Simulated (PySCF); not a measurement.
# Electronic structure of Ne⁺ (neon, charge +1) at the UHF level

Configuration: [He] 2s2 2p5, 2P determinant. Calculation: PySCF 2.14, in pcseg-2 (4s3p2d1f, 30 functions); no relativity, point nucleus.

| Property | Result |
| --- | --- |
| Total energy | -127.811007 hartree |
| One-electron energy | -175.1244 hartree |
| Hartree (Coulomb) energy | 58.9698 hartree |
| Exchange energy | -11.6564 hartree |
| Kinetic energy | 127.98183 hartree |
| ⟨S²⟩ | 0.7526 |
| ⟨L²⟩ | 2.008 |
| Sum of ⟨r⟩ | 6.422 bohr |
| Sum of ⟨r²⟩ | 6.788 bohr² |
| Traceless quadrupole moment −½Σ⟨3z² − r²⟩ along its main axis | 0.413 e·bohr² |
| Density at the nucleus (Gaussians lack the cusp) | 601 bohr⁻³ |
| Spin density at the nucleus | 0.348 bohr⁻³ |
| Langevin diamagnetic susceptibility | -5.38 ×10⁻⁶ cm³/mol |
| Time after the integrals | 0.09 s of wall time on 1 thread of Neoverse-V1 (shared host) |

```
shell  electrons  mean orbital energy (eV)  spread (eV)  rms radius, mean of both spins (bohr)
 1s α          1                   -915.25            0                                  0.183
 1s β          1                   -913.51            0                                  0.183
 2s α          1                   -74.377            0                                  0.945
 2s β          1                   -68.262            0                                  0.945
 2p α          3                   -44.942        3.634                                  0.994
 2p β          2                   -42.116            0                                  0.994
```
